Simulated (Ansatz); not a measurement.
`N=C([SiH3])[SeH]` and `N=[C]([SiH3])[GeH3]` differ in one atom or group.

Ansatz, PBE0-D4/def2-TZVP geometries, multiplicity 1. Each molecule was computed in one conformer, which needn't be the lowest.

Scalar relativity is left out up to krypton.

| property | `N=C([SiH3])[SeH]` |
| --- | --- |
| HOMO–LUMO gap (PBE0/def2-TZVPP) / eV | 5.97 |
| HOMO energy (PBE/def2-TZVPP) / eV | -5.95 |
| LUMO energy (PBE/def2-TZVPP) / eV | -2.03 |
| LUMO energy (B3LYP/def2-TZVPP) / eV | -1.25 |
| HOMO energy (ωB97M-V/def2-TZVPP) / eV | -9.15 |
| size of the dipole moment (ωB97M-V/def2-TZVPP) / D | 2.46 |

What does the change do to each property? (Estimate.)

Ansatz gave: 
```
                                          property  `N=[C]([SiH3])[GeH3]`  shift
              HOMO–LUMO gap (PBE0/def2-TZVPP) / eV                   5.66  -0.31
                 HOMO energy (PBE/def2-TZVPP) / eV                  -5.63   0.32
                 LUMO energy (PBE/def2-TZVPP) / eV                  -2.32  -0.29
               LUMO energy (B3LYP/def2-TZVPP) / eV                  -1.46  -0.21
             HOMO energy (ωB97M-V/def2-TZVPP) / eV                  -9.09   0.06
size of the dipole moment (ωB97M-V/def2-TZVPP) / D                   1.49  -0.97
```

With PBE0 the HOMO rises by 0.13 eV and the LUMO falls by 0.19 eV, so the gap narrows by about 0.32 eV. PBE moves the HOMO by 0.32 eV and ωB97M-V by 0.06 eV. Dipoles are sizes alone; their direction can turn.

B3LYP here is the variant with VWN-RPA as its local correlation; programs differ in this.

Spin–orbit coupling is left out; it splits and shifts lone-pair levels of the heavy atoms by tenths of an eV.
